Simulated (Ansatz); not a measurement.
This singlet is an excited state, 0.09 eV above the relaxed triplet at the level frozen-core CCSD(T)/aug-cc-pVTZ // PBE-D3(BJ)/def2-SVPD (Ansatz, a quantum-chemistry and plane-wave program).

Cartesian coordinates (Å):
```xyz
7

B      1.6033    -0.1453     0.4318
C      0.1556    -0.2319     0.0665
C     -1.0797     0.3939     0.0779
H      2.3802    -0.0144    -0.5205
H      0.1357    -1.3147    -0.2600
H     -2.0070    -0.1247    -0.2132
H     -1.1880     1.4371     0.4175
```
Charge -1, spin multiplicity 1.

Method: frozen-core CCSD(T)/aug-cc-pVTZ // PBE-D3(BJ)/def2-SVPD in Ansatz. The restricted HF reference is unstable towards unrestricted orbitals.

```
Quantity                       Result
----------------------  -------------
HF energy               -102.64482 Ha
MP2 correlation energy    -0.45218 Ha
```

### Question
Estimate the CCSD correlation energy, the (T) correction, the total energy and the T1 diagnostic.

### Answer

```json
{
 "CCSD correlation energy": "-0.48108 Ha",
 "(T) correction": "-0.02493 Ha",
 "CCSD(T) total energy": "-103.15084 Ha",
 "T1 diagnostic": "0.019"
}
```
